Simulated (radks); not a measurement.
The numbers below are computed, except where a source is named.
Charge is removed step by step from the 1s down level of B+, starting from 1s(up 1, down 1) 2s2. Level of theory: scalar-relativistic Kohn-Sham, LDA (Slater exchange, Perdew-Wang correlation), spin-polarised, spherical densities, point nucleus (a radial shooting solver on a logarithmic mesh with Libxc functionals).

| removed (e) | E - E(0) (eV) | eigenvalue (eV) | E minus straight line (eV) |
|---|---|---|---|
| 0 | 0.000 | -191.73 | 0.000 |
| 0.25 | 49.517 | -204.38 | -4.412 |
| 0.5 | 102.16 | -216.64 | -5.701 |
| 0.75 | 157.74 | -227.75 | -4.044 |
| 1 | 215.72 | -234.03 | 0.000 |

Removing the whole electron costs 215.72 eV by Delta-SCF, against 191.73 eV from minus the eigenvalue at the starting occupation. Slater's transition state (half an electron removed) gives 216.64 eV. Integrating minus the eigenvalue over the occupation (Janak's theorem) gives 215.63 eV. In this scalar-relativistic scheme the density is built from large components alone, so the theorem holds only approximately. The mean slope of the eigenvalue, de/dn, is 42.3 eV per electron.
